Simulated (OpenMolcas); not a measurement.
**Pt2+ in CsCaF3**

Pt2+ with its 6 nearest fluoride ions at 2.164 Å, on the Ca site of CsCaF3 (a = 4.526 Å, distance in the model lattice 2.263 Å). The rest of the host is ab initio model potentials to 7.6 Å, with orthogonalisation functions on the cations behind the ligands, and point charges beyond; the distance is set by hand and nothing relaxes. Ligand basis ANO-RCC-VDZP.

* Program: OpenMolcas 26.06
* Method: CASSCF
* Basis: ANO-RCC-VDZP [7s6p4d2f]
* Scalar Hamiltonian: DKH2, point nucleus
* Active space: 8 electrons in 5 orbitals (5d)
* State averaging: 2S+1 = 3 even, 10 roots; 2S+1 = 1 even, 15 roots
* Spin-orbit coupling: RASSI with atomic mean-field integrals over the reference wave functions

The lowest spin-free states (labels of O, the rotations of Oh), above the lowest:

```csv
State,Degeneracy,E (cm-1)
3A2,1,0.0
1E,2,12492
3T2,3,15625
1A1,1,21970
3T1,3,23008
1T2,3,27812
1T1,3,31367
3T1,3,35776
1E,2,45143
1T2,3,45390
1A1,1,65053
```

The lowest levels with spin-orbit coupling:

| E (cm-1) | Degeneracy | Label | 2S+1 |
| --- | --- | --- | --- |
| 0.0 | 3 | T2 | 3 |
| 9823 | 2 | E | 1 (58 %) |
| 14694 | 3 | T1 | 3 |
| 15438 | 2 | E | 3 (77 %) |
| 17397 | 1 | A1 | 3 (63 %) |
| 18280 | 3 | T2 | 3 (88 %) |
| 20596 | 1 | A2 | 3 |
| 25487 | 3 | T1 | 3 |
| 26701 | 3 | T2 | 3 (82 %) |
| 28487 | 1 | A1 | 1 (59 %) |
| 28826 | 3 | T2 | 3 (54 %) |
| 30228 | 2 | E | 3 (74 %) |
| 34711 | 3 | T1 | 1 (85 %) |
| 37687 | 1 | A1 | 3 (87 %) |
| 39835 | 3 | T1 | 3 |
| 40311 | 2 | E | 3 |
| 42111 | 3 | T2 | 3 (61 %) |
| 50165 | 2 | E | 1 (88 %) |
| 50584 | 3 | T2 | 1 (83 %) |
| 71187 | 1 | A1 | 1 |

Powder χT (cm3 K/mol): 1.77 at 2 K, 1.77 at 10 K, 1.77 at 50 K, 1.78 at 100 K, 1.79 at 200 K, 1.8 at 300 K. The effective moment at 300 K is 2.828 √(χT) = 3.79 μB.

The lowest level has 2S+1 = 3, for which the spin-only value is χT = S(S+1) / 2 = 1.000 cm3 K/mol (g = 2). The computed 1.797 at 300 K differs by +0.797, through orbital momentum, spin-orbit coupling and any other state in reach.

Metal share of the active 5d orbitals (Löwdin): 87, 87, 96, 96, 96 %; Mulliken charge of the metal 1.38.

A least-squares ligand-field fit to the states below 45000 cm-1, each weighted by its degeneracy and with a free common offset, gives 10Dq = 15567 cm-1, B = 796 cm-1 and C = 3129 cm-1 (C/B = 3.93), with an rms deviation of 40 cm-1.

The same method and metal basis give the free ion B = 847 cm-1 (fit to its terms below 60000 cm-1, rms deviation 6 cm-1), so the nephelauxetic ratio is β = 796 / 847 = 0.94; it hangs on how both fits weigh the states, and computed free-ion B values tend to be too large, so β mixes covalency with correlation.

Without dynamic correlation the repulsion within the d shell is too large (B by tens of per cent), so at a given field states of lower spin stand too high. Real 4d8 and 5d8 ions are as a rule square planar and diamagnetic. With metal d orbitals alone the field can be off either way by tens of per cent. Ligand-to-metal charge-transfer states are missing. With no ligand orbital active B as a rule stays too high, so bands that hang on it stand too high and its fall with covalency is understated. No measured value stands beside these numbers; the geometry was set by hand and not optimised.

The RASSCF and RASSI steps took 22 s on 1 thread of Arm Neoverse V2, with other jobs on the host; the integral step is not counted.
